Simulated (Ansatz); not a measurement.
Born–Oppenheimer molecular dynamics of GeH4O2 (7 atoms, charge 0, multiplicity 1). It starts from a relaxed structure.

Computed with RKS PBE0/def2-SVP (Ansatz 0.2.0).

```yaml
ensemble: NVT, Langevin thermostat
time_step: 0.5 fs
steps_asked: 150
set_temperature: 50 K
friction: 0.005 /fs
seed: 325392
```

First frame:

```xyz
7
Properties=species:S:1:pos:R:3
Ge -0.133 0.042 -0.102
O -0.196 0.181 1.669
H -0.379 -0.656 2.108
O 1.547 -0.108 -0.650
H 2.011 -0.860 -0.268
H -0.614 1.367 -0.687
H -0.951 -1.200 -0.520
```

(1) How far do the bonds stretch over the last three quarters of this one trajectory? (Pairs bonded in most of those frames.)

## Answers

(1) 
| bond | mean (Å) | spread (Å) | shortest | longest |
| --- | --- | --- | --- | --- |
| Ge1–O2 | 1.779 | 0.009 | 1.77 | 1.79 |
| Ge1–O4 | 1.776 | 0.006 | 1.76 | 1.78 |
| Ge1–H6 | 1.527 | 0.016 | 1.50 | 1.55 |
| Ge1–H7 | 1.546 | 0.009 | 1.53 | 1.56 |
| O2–H3 | 0.962 | 0.007 | 0.95 | 0.98 |
| O4–H5 | 0.963 | 0.006 | 0.95 | 0.97 |

Mean temperature of the second half: 32 K. The mean temperature of the second half is 36 % below the set value. A run of 0.075 ps of so small a system gives no equilibrium averages.

Run time: 10 min on 1 thread of Arm Neoverse N1, with other jobs on the host, peak memory 0.15 GiB.
